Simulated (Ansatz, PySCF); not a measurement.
Gas-phase reaction (SMILES): Cl[Si](Cl)(Br)Br + 3 [SiH4] (SiH4) → 2 [SiH3]Br + 2 [SiH3]Cl [chlorosilane]; bond separation energy.

Geometries: B3LYP-D3(BJ)/def2-TZVP minima from Ansatz (a quantum-chemistry and plane-wave program). Cores are frozen in the correlated levels unless marked. Spin-orbit coupling is left out. Frozen are the shells of the preceding noble gas and the d and f shells that filled before the atom's block. Non-relativistic. CBS(X,Y): correlation extrapolated as X^-3; Hartree-Fock from the larger set. Thermal terms are rigid-rotor harmonic-oscillator values from B3LYP-D3(BJ) frequencies (Ansatz or PySCF) at 298.15 K and 1 atm. 1 Eh = 627.5095 kcal/mol.

| species | E, CCSD(T)/CBS(def2-TZVPPD,def2-QZVPPD) (Ansatz) (Eh) | E, PBE0-D4/def2-TZVPD (Ansatz + dftd4) (Eh) | H - E (Eh) |
|---|---|---|---|
| Cl[Si](Cl)(Br)Br | -6354.19419 | -6357.44301 | 0.01416 |
| [SiH3]Br | -2863.59398 | -2865.07468 | 0.03025 |
| [SiH3]Cl | -750.69081 | -751.28173 | 0.03058 |
| [SiH4] (SiH4) | -291.45830 | -291.75741 | 0.03520 |

**Question.** Work out ΔE and ΔH at 298.15 K at the first level, then ΔH at the second.

**Answer.** 
1. ΔE = [2×(-2863.59398) + 2×(-750.69081)] - [(-6354.19419) + 3×(-291.45830)] = -0.00049 Eh = -0.3 kcal/mol at CCSD(T)/CBS(def2-TZVPPD,def2-QZVPPD).
2. The terms H - E add up to 0.00190 Eh, so ΔH = (-0.00049 + (0.00190))×627.5095 = 0.9 kcal/mol.
3. At PBE0-D4/def2-TZVPD the same steps give ΔE = 1.5 and ΔH = 2.7 kcal/mol, a shift of +1.8 from the first level.
4. These values are not checked against measurement here, since the tables used lack a sound gas-phase enthalpy of formation for at least one species.
